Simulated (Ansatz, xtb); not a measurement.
Pulling on the O4–H5 bond in AlFH2O (SMILES [OH][AlH][F]) (multiplicity 1 held, fragments rigid). Energies count from the point at 0.958 Å.
Geometry at that point (charge 0, multiplicity 1):
```xyz
5

Al    -0.224    -0.370     0.121
H     -1.029    -1.642     0.519
F      1.246    -0.075     0.818
O     -0.855     0.703    -1.017
H     -0.434     1.507    -1.323
```

Restricted levels (R-, RO-) in cc, def2 and unpolarised 6-31G sets keep to the state of the molecule at rest. U- levels take the lowest unrestricted solution at each point, which mixes spins at long bonds. Active spaces are followed from a long bond inwards. Curves can end on different states.

Cores are frozen in the correlated methods.

Programs: Ansatz (Gaussian basis) for Hartree–Fock, density functionals and correlated methods; xtb for the GFN methods.  The GFN methods have no spin term and hold the electronic entropy of 300 K.

Energies in kcal/mol.

```
R (Å)  GFN2-xTB  U-HF/cc-pV(D+d)Z  R-CCSD(T)/cc-pV(D+d)Z  CASSCF(4,3)/cc-pV(D+d)Z  SC-NEVPT2 on CASSCF(4,3)/cc-pV(D+d)Z  FIC-MRCISD+Q on CASSCF(4,3)/cc-pV(D+d)Z
-----  --------  ----------------  ---------------------  -----------------------  ------------------------------------  ---------------------------------------
0.766      33.1              34.5                   39.1                     38.3                                  42.0                                     38.8
0.862       5.8               5.6                    7.9                      7.7                                  10.2                                      7.8
0.958       0.0               0.0                    0.0                      0.0                                   0.0                                      0.0
1.054       4.2               6.6                    4.3                      4.3                                   3.5                                      4.4
1.150      12.8              19.4                   14.6                     14.3                                  13.6                                     14.9
1.293      29.0              43.3                   34.7                     33.4                                  33.8                                     35.1
1.437      45.9              67.4                   55.1                     52.3                                  55.0                                     55.6
1.677      71.9              86.0                   83.8                     77.4                                  85.3                                     84.4
1.916      92.9              91.0                  103.0                     92.9                                 105.8                                    103.3
2.203     111.5              92.1                  114.1                    101.8                                 118.3                                    114.7
2.587     127.5              92.1                  116.1                    105.5                                 123.8                                    119.7
3.066     137.3              92.1                  113.0                    106.6                                 125.4                                    121.2
```

Doubts at one or more of the structures used: a spin-contaminated determinant (U-HF/cc-pV(D+d)Z); a restricted determinant that unrestricted orbitals would lower (R-CCSD(T)/cc-pV(D+d)Z); other coupled-cluster roots lie near (R-CCSD(T)/cc-pV(D+d)Z); active orbitals that take no part (CASSCF(4,3)/cc-pV(D+d)Z, SC-NEVPT2 on CASSCF(4,3)/cc-pV(D+d)Z, FIC-MRCISD+Q on CASSCF(4,3)/cc-pV(D+d)Z).

Ansatz is a quantum-chemistry and plane-wave program.
